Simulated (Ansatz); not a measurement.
Complex (SMILES): [SiH4] (SiH4) with CC#N, atoms 1 to 5 the first; geometry from B3LYP-D3(BJ)/def2-TZVP, monomers rigid:
```xyz
11

Si    -0.2782    -0.3110     0.5434
H      0.3703     0.3249    -0.6277
H      0.4858    -0.0047     1.7685
H     -1.6621     0.2034     0.6592
H     -0.3267    -1.7748     0.3228
C     -3.3733    -2.6798     1.4880
C     -2.5202    -2.2119     2.5677
N     -1.8380    -1.8349     3.4125
H     -4.2233    -3.2313     1.8900
H     -3.7418    -1.8307     0.9118
H     -2.8079    -3.3342     0.8241
```

The counterpoise-corrected interaction energy at CCSD(T) with Ansatz (a program for electronic structure), in kcal/mol, split into its Hartree-Fock and correlation parts. Cores are frozen. No added dispersion term, no relativity. Functions are those of the species that has most.

```json
[
 {"basis": "aug-cc-pV(D+d)Z", "X": "2", "functions": "164", "Hartree-Fock": "0.63", "CCSD(T)": "-1.34"},
 {"basis": "aug-cc-pV(T+d)Z", "X": "3", "functions": "354", "Hartree-Fock": "0.61", "CCSD(T)": "-1.64"},
 {"basis": "aug-cc-pV(Q+d)Z", "X": "4", "functions": "651", "Hartree-Fock": "0.60", "CCSD(T)": "-1.73"}
]
```

Worked estimate of the basis-set limit from each neighbouring pair, with Hartree-Fock from the larger set and the correlation part extrapolated as X^-3.
Correlation parts: X = 2: -1.97, X = 3: -2.25, X = 4: -2.33.
- (2,3): (27·(-2.25) - 8·(-1.97))/19 = -2.37; with Hartree-Fock 0.61 the estimate is -1.76 kcal/mol.
- (3,4): (64·(-2.33) - 27·(-2.25))/37 = -2.39; with Hartree-Fock 0.60 the estimate is -1.79 kcal/mol.
The last two estimates differ by 0.03 kcal/mol; the largest set lies 0.06 from the last. Over the last step Hartree-Fock moves by -0.01 and the correlation part by -0.08.
